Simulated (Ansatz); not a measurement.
A nudged elastic band was laid between two geometries of AlBrCl2H2 (6 atoms, charge 0, multiplicity 1).

Method: RKS PBE-D4/def2-SVP (Ansatz).

```json
{
  "movable images": "5",
  "climbing image": "yes",
  "spring": "5.0 eV/Å²",
  "optimiser": "quadratic models (default)",
  "start path": "through a guess of the saddle point",
  "force threshold": "0.05 eV/Å",
  "iteration limit": "60",
  "end points": "relaxed"
}
```

Initial state:

```xyz
6
Properties=species:S:1:pos:R:3
Al 0.007 0.148 0.004
H 0.003 0.743 1.473
Cl 1.805 0.098 -1.120
Cl -1.802 0.016 -1.096
Br 0.072 -2.493 0.952
H 0.071 -2.044 2.321
```

Final state:

```xyz
6
Properties=species:S:1:pos:R:3
Al 0.026 -0.769 -0.229
H 0.012 0.277 1.802
Cl 1.808 0.222 -0.737
Cl -1.805 0.143 -0.712
Br 0.078 -2.935 0.399
H 0.036 -0.471 2.012
```

What changes between the two ends?

Bonds broken: Al1–H2, Br5–H6. Bonds formed: H2–H6. AlBrCl2H2 becomes AlBrCl2 + H2.

What energy profile does the band end with?

The run converged. The highest image is number 2 of 0 to 6, 0.114 eV above the first end and 1.186 eV above the last; the last end lies 1.072 eV below the first. A vibrational analysis at the climbing image gives one clearly imaginary mode, 204i cm⁻¹: a first-order saddle point. The orbitals stay closed-shell, which can raise the energy where a bond breaks towards radicals; this wasn't checked here.

```json
{"image": "0", "path coordinate (Å)": "0.00", "energy (eV)": "0.000", "Al1–H2 (Å)": "1.58", "Br5–H6 (Å)": "1.44", "H2–H6 (Å)": "2.91"}
{"image": "1", "path coordinate (Å)": "0.53", "energy (eV)": "0.051", "Al1–H2 (Å)": "1.59", "Br5–H6 (Å)": "1.44", "H2–H6 (Å)": "2.22"}
{"image": "2", "path coordinate (Å)": "1.07", "energy (eV)": "0.114", "Al1–H2 (Å)": "1.62", "Br5–H6 (Å)": "1.50", "H2–H6 (Å)": "1.59"}
{"image": "3", "path coordinate (Å)": "1.46", "energy (eV)": "-0.020", "Al1–H2 (Å)": "1.71", "Br5–H6 (Å)": "1.73", "H2–H6 (Å)": "1.13"}
{"image": "4", "path coordinate (Å)": "1.86", "energy (eV)": "-0.636", "Al1–H2 (Å)": "1.91", "Br5–H6 (Å)": "2.10", "H2–H6 (Å)": "0.85"}
{"image": "5", "path coordinate (Å)": "2.26", "energy (eV)": "-0.996", "Al1–H2 (Å)": "2.14", "Br5–H6 (Å)": "2.50", "H2–H6 (Å)": "0.79"}
{"image": "6", "path coordinate (Å)": "2.66", "energy (eV)": "-1.072", "Al1–H2 (Å)": "2.28", "Br5–H6 (Å)": "2.95", "H2–H6 (Å)": "0.78"}
```

What is the geometry of the highest image?


```xyz
6
Properties=species:S:1:pos:R:3:forces:R:3
Al 0.012 -0.084 0.044 0.00 0.04 -0.03
H 0.014 0.265 1.626 0.00 0.01 -0.02
Cl 1.827 0.136 -1.011 -0.01 0.00 0.01
Cl -1.825 0.057 -0.987 0.01 0.00 0.01
Br 0.076 -2.591 1.036 0.00 -0.02 0.00
H 0.051 -1.316 1.827 0.00 -0.02 0.02
```

What are the harmonic wavenumbers there?

204i, 73, 94, 164, 349, 378, 478, 588, 729, 783, 1734, 2017 cm⁻¹.

The run took 52 s on 2 threads of Arm Neoverse V2, with other jobs on the host, peak memory 0.14 GiB.
